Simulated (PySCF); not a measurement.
Compound: C4HF3O (charge -1 and doublet state).
Geometry (GFN2-xTB, Å), atoms numbered from 1 in this order:
```
atom  x, y, z in Å
O1     3.2351    0.2127    0.3206
C2     2.0993   -0.1110   -0.0437
C3     0.8221    0.2567    0.2814
C4    -0.3056   -0.3182   -0.3346
F5    -0.1022   -1.2748   -1.2942
C6    -1.6039   -0.0371   -0.0988
F7    -2.0412    0.8726    0.8165
F8    -2.6811   -0.6116   -0.7093
H9     0.5909    1.0166    1.0370
```

The hyperfine couplings belong to this conformer and change with its torsions.

The species is `[O-]/[C]=C/C(F)=C(F)F` [radical] (charge -1).

Computed with UKS B3LYP, pcH-1 on C F H O, non-relativistic, mean-field spin-orbit, GIAO in PySCF. Whether the extra electron is bound in the gas phase wasn't checked; a finite basis holds it in any case. The geometry wasn't refined by DFT: couplings that depend on bond lengths, twists or pyramidal angles can differ widely from those at the functional's own minimum, by a factor of two or more for some ions and for spin on atoms past the first row. No stability test was run, so a lower SCF solution isn't excluded.

Principal values of hyperfine tensors in MHz (contact and dipolar terms together), for some of the nuclei:

| atom | isotope | A1 | A2 | A3 |
| --- | --- | --- | --- | --- |
| C2 | 13C | 225.94 | 230.28 | 380.95 |
| H9 | 1H | 74.49 | 77.26 | 89.96 |
| O1 | 17O | -156.04 | 8.12 | 12.07 |
| F5 | 19F | 5.44 | 8.38 | 34.47 |
| C4 | 13C | 11.60 | 13.97 | 15.20 |
| F7 | 19F | -3.65 | 10.91 | 16.15 |
| C6 | 13C | -10.55 | -2.93 | -1.89 |
| F8 | 19F | -15.40 | -0.42 | 1.31 |

Question: Split each tensor into its isotropic and traceless parts, and turn a_iso into mT with g = 2.0021.

Answer: a_iso = (A1 + A2 + A3)/3, Ti = Ai − a_iso; 1 mT corresponds to 28.022 MHz.

```json
{"atom": "C2", "a_iso (MHz)": "279.06", "a_iso (mT)": "9.958", "T1": "-53.11", "T2": "-48.78", "T3": "101.89"}
{"atom": "H9", "a_iso (MHz)": "80.57", "a_iso (mT)": "2.875", "T1": "-6.08", "T2": "-3.31", "T3": "9.39"}
{"atom": "O1", "a_iso (MHz)": "-45.28", "a_iso (mT)": "-1.616", "T1": "-110.75", "T2": "53.40", "T3": "57.35"}
{"atom": "F5", "a_iso (MHz)": "16.10", "a_iso (mT)": "0.574", "T1": "-10.66", "T2": "-7.71", "T3": "18.37"}
{"atom": "C4", "a_iso (MHz)": "13.59", "a_iso (mT)": "0.485", "T1": "-1.99", "T2": "0.38", "T3": "1.61"}
{"atom": "F7", "a_iso (MHz)": "7.80", "a_iso (mT)": "0.278", "T1": "-11.45", "T2": "3.11", "T3": "8.35"}
{"atom": "C6", "a_iso (MHz)": "-5.12", "a_iso (mT)": "-0.183", "T1": "-5.43", "T2": "2.20", "T3": "3.23"}
{"atom": "F8", "a_iso (MHz)": "-4.84", "a_iso (mT)": "-0.173", "T1": "-10.56", "T2": "4.42", "T3": "6.15"}
```

Question: What spin density at the nucleus of C2 lies behind its contact coupling (g_N = 1.40482)?

Answer: a_FC = (2μ0/3) gₑ μB g_N μN ρ(0)/(2S·h) = 800.24 MHz × g_N × ρ(0)/(2S), with ρ in bohr⁻³. With a_FC = 279.06 MHz and 2S = 1, ρ(0) = 0.2482 bohr⁻³.

Question: C3 (13C, g_N = 1.40482) isn't in the table. Its spin density at the nucleus is 0.1278 bohr⁻³. What is its contact coupling?

Answer: By the same relation, a_FC = 143.7 MHz. Its full tensor has the principal values 131.83, 136.02, 163.31 MHz.

Question: Name the largest traceless tensor T of the table and describe it.

Answer: O1: -110.8, 53.4, 57.4 MHz, nearly axial, close to the ratio +1:+1:−2.

Question: What first-order splitting does O1 cause when the field lies along A1, A2 or A3 of its tensor (g taken as isotropic, no quadrupole term)?

Answer: 6 lines (I = 5/2), spaced by |A_i|/(g × 13.996): 5.57, 0.29, 0.43 mT along the axes of A1, A2 and A3.
